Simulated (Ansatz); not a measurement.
Single points on the cluster Ge₃Se₃.

```yaml
crystal:
  periodic: [false, false, false]
  atoms:
    - {symbol: Ge, position_ang: [0.533697, -0.762493, 1.210314]}
    - {symbol: Ge, position_ang: [0.719817, -1.072795, -2.189191]}
    - {symbol: Ge, position_ang: [-0.856333, 1.243344, -0.228846]}
    - {symbol: Se, position_ang: [-0.723521, 1.078320, 2.201341]}
    - {symbol: Se, position_ang: [-1.264754, -1.224549, -0.485409]}
    - {symbol: Se, position_ang: [1.591093, 0.738173, -0.508207]}
basis:
  gaussian: {orbitals: def2-SVP, initial_orbitals: start.molden}
magnetization: {spin_polarized: true, initial_magnetization: 2}
hamiltonian: {xc: {name: LC-wPBE, parameters: {omega: 0.15/bohr}}}
scf: {omitted_lower_state_checks: [starts]}
output: {orbitals: {seedname: orbitals}}
```

The file start.molden holds the orbitals of an earlier run on this structure, at another level or in another basis.

```sh
$ ansatz run in.yaml --threads 4 --pin off --events-out ev --progress --plain --max-ram 8704MiB
```

Shortened log:

```
Functional definition: LC-wPBE
2091 factors; their error is unknown
126 factors; integrals over basis functions are off by at most 5.3e-7 eV
mean field evaluation 1: about -365506.7203 eV, gradient 1.3e1 eV
mean field evaluation 2: about -365507.0530 eV, gradient 3.0e-1 eV
mean field evaluation 4: about -365506.6776 eV, gradient 8.4e-2 eV
mean field -365506.67763670 eV, -13432.1226538245 hartree, gradient 3.4e-5 eV, S^2 2.009482; 0 other end points of the search recorded, 0 dependent functions left out
reference -365506.67763674 eV, -13432.1226538260 hartree; 100, 98 occupied and 92, 94 virtual orbitals, 2091 factors
Total energy: -365506.67763674 eV, -13432.1226538260 hartree
Checks for a lower state left out: starts
```

Run time 8.5 s (4 threads of Arm Neoverse V2 on a shared host).

First input, but with `gaussian: {orbitals: def2-TZVP, initial_orbitals: start.molden}`, `hamiltonian: {xc: pbe, dispersion: d4}` (abridged; 13 s):

```
Functional definition: PBE
mean field -365553.35788835 eV, -13433.8381214316 hartree, gradient 2.0e-5 eV, S^2 2.006275
Total energy: -365553.90991285 eV, -13433.8584079576 hartree
Checks for a lower state left out: starts
```

The first input with `hamiltonian: {xc: {name: LC-wPBE, parameters: {omega: 0.1/bohr}}}` (abridged; 11 s):

```
Functional definition: LC-wPBE
mean field -365506.33661268 eV, -13432.1101214226 hartree, gradient 2.9e-5 eV, S^2 2.006395
Total energy: -365506.33661279 eV, -13432.1101214267 hartree
Checks for a lower state left out: starts
```

Geometry: PBE0-D4/def2-SVP.

At PBE0-D4/def2-TZVP a singlet of charge 0 lies 1.26 eV below the triplet, each at its own geometry. The structure comes from a short search, and lower isomers may exist.
